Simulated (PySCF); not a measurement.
Ionisation energy of Kr⁺ by level of theory

Kr⁺ [Ar] 3d10 4s2 4p5 (2P) → Kr²⁺ [Ar] 3d10 4s2 4p4 (3P), as a difference of total energies. All numbers are calculated (PySCF 2.14, scalar relativity through the core potential, in aug-cc-pVTZ-PP with one added diffuse shell each of s, d, f type with ECP10MDF (7s5p5d3f, 68 functions)). Correlated levels: valence: 3s2 3p6 3d10 frozen. The calculations carry no spin-orbit coupling.

```json
{"method": "UHF", "ionisation energy (eV)": "23.240"}
{"method": "LDA", "ionisation energy (eV)": "24.552"}
{"method": "PBE", "ionisation energy (eV)": "24.255"}
{"method": "PBE0", "ionisation energy (eV)": "24.308"}
{"method": "r2SCAN", "ionisation energy (eV)": "24.398"}
{"method": "r2SCANh", "ionisation energy (eV)": "24.396"}
{"method": "HSE06", "ionisation energy (eV)": "24.324"}
{"method": "revPBE", "ionisation energy (eV)": "24.183"}
{"method": "CAM-B3LYP", "ionisation energy (eV)": "24.431"}
{"method": "MP2 (valence)", "ionisation energy (eV)": "24.089"}
{"method": "SCS-MP2 (valence)", "ionisation energy (eV)": "24.088"}
```

Problem. How much does correlation contribute at MP2 (valence)?

Solution. 24.089 − (23.240) = 0.849 eV, measured against UHF.

The reference lies between the lowest fine-structure levels, while these numbers refer to the centres of the terms.

Errors of the correlated levels include the incompleteness of this basis and the frozen core.

For comparison: 24.360 eV (measured; NIST Atomic Spectra Database, ionization energies).
